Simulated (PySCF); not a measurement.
An excited-state job on `N#CC[Si@@H](Br)C1CC1`.

Computed with TDDFT CAM-B3LYP/def2-SVPD, vertical, gas phase, core orbitals frozen in the response (PySCF 2.14.0, density-fitted response routines). Geometry: GFN2-xTB. The command runs a driver script over a list of jobs; the input below is this job's line of settings and its coordinates in Å.

Command:
```bash
OMP_NUM_THREADS=1 python probes_run.py task.json out
```

Input:
```
{"job": {"kind": "uv", "xc": "CAM-B3LYP", "basis": "def2-SVPD", "nstates": 8, "ntriplets": 3}, "charge": 0, "multiplicity": 1}
N      2.239098     1.730935    -1.325869
C      2.197890     0.797729    -0.665187
C      2.086331    -0.377846     0.137895
Si     0.379106    -1.207629    -0.137465
Br     0.485815    -3.126567     1.002415
C     -1.020213    -0.199040     0.595961
C     -1.142304     1.268723     0.278426
C     -2.126258     0.310065    -0.293564
H      2.213796    -0.101300     1.187496
H      2.891635    -1.065665    -0.129060
H      0.208454    -1.574269    -1.538010
H     -1.333438    -0.486555     1.595129
H     -0.414351     1.714936    -0.382882
H     -1.465594     1.929009     1.069416
H     -2.075360     0.093604    -1.350400
H     -3.132203     0.302813     0.098575
```

Problem. What does the run print?

Solution. 
```
coarse grid: 64544 points
cycle   1  E = -3113.0963262375  dE =  1.155e-01  |g| = 5.514e-01  |ddm| = 6.070e+00
cycle   2  E = -3113.0064439651  dE =  8.988e-02  |g| = 8.825e-01  |ddm| = 2.008e+00
cycle   3  E = -3113.1790376929  dE = -1.726e-01  |g| = 9.454e-02  |ddm| = 1.099e+00
cycle   4  E = -3113.1809215505  dE = -1.884e-03  |g| = 4.070e-02  |ddm| = 2.134e-01
cycle   5  E = -3113.1813352410  dE = -4.137e-04  |g| = 7.554e-03  |ddm| = 7.859e-02
cycle   6  E = -3113.1813465018  dE = -1.126e-05  |g| = 1.749e-03  |ddm| = 1.533e-02
cycle   7  E = -3113.1813473029  dE = -8.012e-07  |g| = 5.454e-04  |ddm| = 4.291e-03
final grid: 135008 points
cycle   8  E = -3113.1813589281  dE = -6.967e-08  |g| = 5.062e-04  |ddm| = 6.186e-03
cycle   9  E = -3113.1813589087  dE =  1.937e-08  |g| = 6.021e-04  |ddm| = 1.566e-03
cycle  10  E = -3113.1813589902  dE = -8.150e-08  |g| = 1.385e-04  |ddm| = 7.609e-04
cycle  11  E = -3113.1813589943  dE = -4.112e-09  |g| = 1.596e-05  |ddm| = 1.575e-04
cycle  12  E = -3113.1813589944  dE = -8.049e-11  |g| = 6.542e-06  |ddm| = 5.756e-05
converged SCF energy = -3113.1813589944

Static polarisability (au): isotropic 104.493, principal 84.721 101.879 126.878

Singlet excitations
state   eV       nm        f      main configurations
  1   6.8632    180.7   0.02079   H->L 0.87
  2   6.9648    178.0   0.02101   H-1->L 0.87
  3   7.5471    164.3   0.00474   H-2->L 0.40
  4   7.5864    163.4   0.01368   H-2->L 0.36
  5   7.8304    158.3   0.04080   H-3->L 0.49, H->L+3 0.08
  6   7.8421    158.1   0.02720   H->L+1 0.46, H->L+2 0.11
  7   7.9010    156.9   0.01360   H->L+1 0.18, H-4->L 0.13, H->L+2 0.13
  8   7.9768    155.4   0.00525   H-5->L 0.17, H->L+2 0.14, H-1->L+2 0.09

Triplet excitations (Tamm-Dancoff, eV): 6.2718 6.5200 6.6487
```

The SCF starts on a coarse grid where the log names one; the energy can jump when the final grid takes over, and dE then counts from the start density on the new grid. H and L stand for HOMO and LUMO; the number after each pair is its weight.

Problem. How does the lowest singlet excitation compare with the HOMO–LUMO gap?

Solution. HOMO -9.64 eV and LUMO 0.51 eV give a gap of 10.15 eV; S1 at 6.86 eV lies 3.29 eV below it.

Problem. Give S1 in cm⁻¹ and kJ/mol.

Solution. 6.8632 eV × 8065.54 = 55355 cm⁻¹; × 96.485 = 662.2 kJ/mol.

Main results: HOMO -9.64 eV, LUMO 0.51 eV; lowest singlet 6.86 eV; lowest triplet 6.27 eV (Tamm–Dancoff); mean polarisability 104.5 au.

 The CAM-B3LYP/def2-SVPD calculation is non-relativistic and has no spin–orbit coupling, an omission that weighs most on bromine.

Problem. How long does this job take on one thread of an Arm Neoverse N1, shared host with 64 logical CPUs at a one-minute load of 61? And the peak memory of the process?

Solution. About 2.9 min, with 1.2 GiB resident at the peak, the Python interpreter and its libraries included.

One conformer stands for the species.
Labels such as C1 count atoms from 1, the log's own numbers from 0.
